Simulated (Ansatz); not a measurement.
Question: Name a neutral molecule of B, C, N, Si and H with LUMO energy (PBE/def2-TZVPP) between -1.20 and -0.90 eV and LUMO energy (PBE0/def2-TZVPP) between -0.15 and 0.15 eV (Ansatz, PBE0-D4/def2-TZVP geometry).

Answer: `CN1B[SiH]1C` (-1.05 eV, -0.11 eV); `CB(N)[SiH3]` (-1.09 eV, -0.15 eV); `CNB(C)[SiH3]` (-1.00 eV, -0.08 eV); `BN[SiH2]NC` (-0.98 eV, -0.02 eV); `BN(C)[SiH2]N` (-0.95 eV, -0.01 eV); `[SiH3]C1BN[SiH2]1` (-1.08 eV, -0.12 eV). Other molecules can fit too; these were computed, each in one conformer that needn't be the lowest.
